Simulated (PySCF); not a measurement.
Computed IR spectrum (relative IR intensity) of a molecule C4H5F. Geometry: PBE0-D3(BJ)/def2-SVP. One conformer was computed; it need not be the lowest. These are PySCF with PBE0-D3(BJ)/def2-SVP values and carry that method's errors. Harmonic, unscaled wavenumbers; measured fundamentals usually lie a few per cent lower.

Lines under 2 % of the strongest are left out, and lines within 2 cm⁻¹ are merged.

```
ν (cm⁻¹)  relative intensity
--------  ------------------
182                      2.7
391                      3.5
543                       20
582                      7.4
696                       51
741                       38
832                      4.1
947                       21
1073                      29
1132                      53
1164                     100
1340                      11
1361                      53
1392                      27
1453                     6.4
1466                     2.5
2252                     5.4
3059                      24
3073                     8.1
3180                     9.5
3183                     7.8
3488                      85
```

### Question
Pick the molecule that these values belong to.
(A) F[C@H]1C=CC1
(B) CC=C=CF
(C) C#C[C@H](C)F
(D) C=C=C(C)F

### Answer
C, C#C[C@H](C)F
